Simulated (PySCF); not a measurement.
F₂GeH₄OSi, SMILES F[SiH](F)[O][GeH3].

Geometry: PBE0-D3(BJ)/def2-SVP. The structure was generated by enumeration, and PubChem lists no compound with its InChIKey, so it may never have been made. Other conformers were not sampled.

Computed with PySCF 2.14.0 with PBE0-D3(BJ)/def2-SVP.

Frequencies are harmonic and unscaled.

Task: Give all harmonic wavenumbers and intensities. (The exact figures need the calculation; the answer reports its results.)

Result: 
```json
[
 {"mode": "1", "ν (cm⁻¹)": "22", "IR (km/mol)": "1.5", "Raman (Å⁴/amu)": "0.1", "depolarisation": "0.70", "moving atoms (share of kinetic energy)": "F 53 %, O 29 %, H 9 %, Ge 8 %"},
 {"mode": "2", "ν (cm⁻¹)": "42", "IR (km/mol)": "0.1", "Raman (Å⁴/amu)": "0.0", "depolarisation": "–", "moving atoms (share of kinetic energy)": "H 91 %, F 9 %"},
 {"mode": "3", "ν (cm⁻¹)": "69", "IR (km/mol)": "3.6", "Raman (Å⁴/amu)": "0.1", "depolarisation": "0.48", "moving atoms (share of kinetic energy)": "F 43 %, Ge 29 %, O 21 %"},
 {"mode": "4", "ν (cm⁻¹)": "293", "IR (km/mol)": "12.8", "Raman (Å⁴/amu)": "1.2", "depolarisation": "0.65", "moving atoms (share of kinetic energy)": "F 60 %, O 25 %, Si 9 %"},
 {"mode": "5", "ν (cm⁻¹)": "312", "IR (km/mol)": "12.3", "Raman (Å⁴/amu)": "1.3", "depolarisation": "0.74", "moving atoms (share of kinetic energy)": "F 53 %, O 28 %, Si 13 %"},
 {"mode": "6", "ν (cm⁻¹)": "423", "IR (km/mol)": "60.6", "Raman (Å⁴/amu)": "2.4", "depolarisation": "0.73", "moving atoms (share of kinetic energy)": "Si 43 %, F 31 %, O 19 %"},
 {"mode": "7", "ν (cm⁻¹)": "514", "IR (km/mol)": "18.9", "Raman (Å⁴/amu)": "11.5", "depolarisation": "0.29", "moving atoms (share of kinetic energy)": "O 34 %, Si 24 %, Ge 24 %, H 13 %"},
 {"mode": "8", "ν (cm⁻¹)": "650", "IR (km/mol)": "45.2", "Raman (Å⁴/amu)": "12.1", "depolarisation": "0.74", "moving atoms (share of kinetic energy)": "H 88 %, O 8 %"},
 {"mode": "9", "ν (cm⁻¹)": "658", "IR (km/mol)": "44.7", "Raman (Å⁴/amu)": "10.0", "depolarisation": "0.67", "moving atoms (share of kinetic energy)": "H 84 %, O 11 %"},
 {"mode": "10", "ν (cm⁻¹)": "825", "IR (km/mol)": "78.7", "Raman (Å⁴/amu)": "9.3", "depolarisation": "0.59", "moving atoms (share of kinetic energy)": "H 72 %, F 23 %"},
 {"mode": "11", "ν (cm⁻¹)": "837", "IR (km/mol)": "108.2", "Raman (Å⁴/amu)": "6.3", "depolarisation": "0.56", "moving atoms (share of kinetic energy)": "H 72 %, F 22 %"},
 {"mode": "12", "ν (cm⁻¹)": "866", "IR (km/mol)": "231.5", "Raman (Å⁴/amu)": "13.9", "depolarisation": "0.73", "moving atoms (share of kinetic energy)": "H 82 %, F 8 %"},
 {"mode": "13", "ν (cm⁻¹)": "873", "IR (km/mol)": "47.5", "Raman (Å⁴/amu)": "22.1", "depolarisation": "0.75", "moving atoms (share of kinetic energy)": "H 98 %"},
 {"mode": "14", "ν (cm⁻¹)": "876", "IR (km/mol)": "32.4", "Raman (Å⁴/amu)": "23.3", "depolarisation": "0.75", "moving atoms (share of kinetic energy)": "H 98 %"},
 {"mode": "15", "ν (cm⁻¹)": "904", "IR (km/mol)": "144.3", "Raman (Å⁴/amu)": "2.7", "depolarisation": "0.66", "moving atoms (share of kinetic energy)": "H 38 %, F 26 %, Si 22 %, O 13 %"},
 {"mode": "16", "ν (cm⁻¹)": "972", "IR (km/mol)": "229.2", "Raman (Å⁴/amu)": "0.5", "depolarisation": "0.73", "moving atoms (share of kinetic energy)": "Si 50 %, F 41 %, H 9 %"},
 {"mode": "17", "ν (cm⁻¹)": "1090", "IR (km/mol)": "410.0", "Raman (Å⁴/amu)": "1.9", "depolarisation": "0.46", "moving atoms (share of kinetic energy)": "O 64 %, Si 27 %"},
 {"mode": "18", "ν (cm⁻¹)": "2180", "IR (km/mol)": "61.2", "Raman (Å⁴/amu)": "189.1", "depolarisation": "0.08", "moving atoms (share of kinetic energy)": "H 99 %"},
 {"mode": "19", "ν (cm⁻¹)": "2189", "IR (km/mol)": "102.0", "Raman (Å⁴/amu)": "119.0", "depolarisation": "0.34", "moving atoms (share of kinetic energy)": "H 99 %"},
 {"mode": "20", "ν (cm⁻¹)": "2201", "IR (km/mol)": "99.9", "Raman (Å⁴/amu)": "128.9", "depolarisation": "0.37", "moving atoms (share of kinetic energy)": "H 99 %"},
 {"mode": "21", "ν (cm⁻¹)": "2369", "IR (km/mol)": "101.3", "Raman (Å⁴/amu)": "127.7", "depolarisation": "0.19", "moving atoms (share of kinetic energy)": "H 97 %"}
]
```
